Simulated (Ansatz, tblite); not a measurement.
Spin states of the cluster PbBr2, each relaxed with B3LYP-D4/def2-TZVP in Ansatz. Electronic energies in the gas phase.

In the def2 sets Pb takes a core potential; there is no spin–orbit coupling. The xTB rows come from tblite. LC-ωPBE has ω = 0.4 bohr⁻¹. B3LYP takes the VWN-RPA correlation. Correlated methods freeze 22 core orbitals; core or outer-core shells of Pb, Br are correlated, in sets that lack core-valence functions. HOMO above LUMO, or a gap near zero within one spin, warns that the state may not be the lowest or that an electron is smeared out. The structure comes from a short search, and lower isomers may exist.

Singlet geometry (C2v within 0.1 Å):

Cartesian coordinates in Å:
```
Pb 1.0690 -0.2834 0.1716
Br -0.0461 2.1032 0.1113
Br -1.0228 -1.8198 -0.2830
```

Triplet geometry (C2v within 0.1 Å):

```xyz
3

Pb    0.7769    0.0916    0.1042
Br   -0.3928   -1.8477    1.5637
Br   -0.3841    1.7561   -1.6679
```

Quintet geometry (D∞h within 0.1 Å):

```
atom   x (Å)   y (Å)   z (Å)
 Pb1   0.001  -0.002   0.000
 Br2  -0.035   0.737   3.417
 Br3   0.034  -0.735  -3.418
```

⟨S²⟩: triplet 2.01 at PBE0-D4/def2-TZVP (pure 2.00), quintet 6.01 at PBE0-D4/def2-TZVP (pure 6.00).

Only these spin states were relaxed. The quintet has other bonds than the singlet, so the gap mixes isomer and spin.

```
                 level  triplet − singlet (kcal/mol)  quintet − singlet (kcal/mol)  lowest of these                                  remarks
              GFN1-xTB                          78.9                         212.6          singlet                                        –
              GFN2-xTB                          75.3                         188.4          singlet                                        –
          HF/def2-TZVP                          59.5                         104.2          singlet                                        –
      PBE-D4/def2-TZVP                          65.7                         161.8          singlet  gap within one spin near zero (quintet)
   r2SCAN-D4/def2-TZVP                          65.7                         158.0          singlet                                        –
    B3LYP-D4/def2-TZVP                          66.9                         154.4          singlet                                        –
     PBE0-D4/def2-TZVP                          66.9                         155.4          singlet                                        –
CAM-B3LYP-D4/def2-TZVP                          68.1                         150.4          singlet                                        –
     LC-ωPBE/def2-TZVP                          67.9                         145.0          singlet                                        –
     ωB97M-V/def2-TZVP                          68.9                         150.2          singlet                                        –
     RPA@PBE/def2-TZVP                          64.8                         136.6          singlet                                        –
         MP2/def2-TZVP                          75.7                         154.9          singlet                                        –
```

Change of the quintet − singlet gap on mixing in exact exchange, in kcal/mol: PBE to PBE0 (25 % exact exchange) -6.4.

The xTB methods have no term that favours high spin, so they put low spin too low.
